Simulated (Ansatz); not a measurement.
The same path of C₂H₇Al₂Cl (12 atoms, charge 0, multiplicity 1) was run twice with different band settings. The coordinate that changes most is the dihedral Al4–Al2–C3–H10.

All numbers below come from RKS PBE/6-31G in Ansatz 0.2.0.

Relaxed end points:

```xyz
12
Properties=species:S:1:pos:R:3
C -1.825 -0.063 0.758
Al 0.046 -0.081 0.085
C 1.421 -1.337 0.793
Al 0.736 1.585 -1.827
Cl -0.930 2.883 -2.607
H -1.860 -0.244 1.848
H -2.339 0.887 0.536
H -2.405 -0.874 0.274
H 2.254 -0.779 1.262
H 0.999 -2.024 1.548
H 1.865 -1.942 -0.020
H 2.114 1.936 -2.617
```

```xyz
12
Properties=species:S:1:pos:R:3
C -1.787 0.027 0.845
Al 0.048 -0.079 0.086
C 1.416 -1.348 0.784
Al 0.696 1.487 -1.923
Cl -0.973 2.783 -2.701
H -1.773 -0.096 1.943
H -2.287 0.978 0.597
H -2.411 -0.791 0.433
H 1.016 -1.977 1.598
H 1.788 -2.013 -0.019
H 2.296 -0.799 1.172
H 2.049 1.773 -2.780
```

Common settings: movable images 5; climbing image yes; spring 5.0 eV/Å²; optimiser quadratic models (default); start path through a guess of the saddle point; end points relaxed.

| run | force threshold | iteration limit |
| --- | --- | --- |
| 1 | 0.05 eV/Å | 35 |
| 2 | 0.5 eV/Å | 22 |

Task: What does each run give, and how far can it be trusted?

Result: Run 1: converged after 9 iterations, highest image 0.003 eV above the first end. The top lies less than 8 meV above the higher end, about what the thresholds resolve: that end is a shoulder or a very shallow well. A vibrational analysis at the climbing image gives one clearly imaginary mode, 43i cm⁻¹, and a faint second one (36i cm⁻¹) that may be numerical noise or a soft torsion: probably a first-order saddle point.
Run 2: converged after 3 iterations, highest image 0.014 eV above the first end. The threshold of 0.5 eV/Å is loose, so the images may lie well off the minimum-energy path. The order of the stationary point at the top wasn't checked.
Limits of this set-up: no polarisation functions.
